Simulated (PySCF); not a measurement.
# Correlation energy of Ar (argon, neutral)

[Ar], closed-shell 1S. Computed with PySCF 2.14 in cc-pVDZ-DK, with scalar relativity by spin-free X2C-1e. Frozen: [Ne]; 8 electrons correlated.

MP2 pair energies summed by pair of shells (mhartree):

```csv
pair,energy,share (%)
3p-3p,-112.30,80.0
3s-3p,-21.59,15.4
3s-3s,-6.50,4.6
```

Total MP2 correlation energy: -140.39 mhartree.

Same-spin part -38.66 and opposite-spin part -101.72 mhartree; SCS-MP2 scales them by 1/3 and 6/5 to -134.96 mhartree.

| level | correlation energy (mhartree) |
| --- | --- |
| CCSD | -151.90 |
| (T) | -1.15 |
| CCSD(T) | -153.05 |

Diagnostics: T1 = 0.00075, D1 = 0.0017, largest double amplitude 0.042.

Cost of the coupled-cluster step: 0.05 s of wall time on 1 thread of Neoverse-V1 (shared host), for 8 correlated electrons.

Iterations:

```
CC2 = 0
CCSD nocc = 4, nmo = 13
frozen orbitals [0, 1, 2, 3, 4]
max_cycle = 100
direct = 0
conv_tol = 1e-08
conv_tol_normt = 1e-06
diis_space = 8
diis_start_cycle = 0
Init t2, MP2 energy = -528.746398461639  E_corr(MP2) -0.140387327555367
Init E_corr(CCSD) = -0.140387327555374
cycle = 1  E_corr(CCSD) = -0.15036503301609  dE = -0.00997770546  norm(t1,t2) = 0.0163724
cycle = 2  E_corr(CCSD) = -0.151530288383757  dE = -0.00116525537  norm(t1,t2) = 0.00365354
cycle = 3  E_corr(CCSD) = -0.151899278496143  dE = -0.000368990112  norm(t1,t2) = 0.00107877
cycle = 4  E_corr(CCSD) = -0.151899307407973  dE = -2.89118298e-08  norm(t1,t2) = 6.80294e-05
cycle = 5  E_corr(CCSD) = -0.15189904017688  dE = 2.67231093e-07  norm(t1,t2) = 9.17814e-06
cycle = 6  E_corr(CCSD) = -0.151899109554778  dE = -6.93778975e-08  norm(t1,t2) = 1.10277e-06
cycle = 7  E_corr(CCSD) = -0.151899104926049  dE = 4.62872873e-09  norm(t1,t2) = 1.03078e-07
CCSD converged
E(CCSD) = -528.7579102390096  E_corr = -0.1518991049260488
CCSD(T) correction = -0.00115270343437643
```
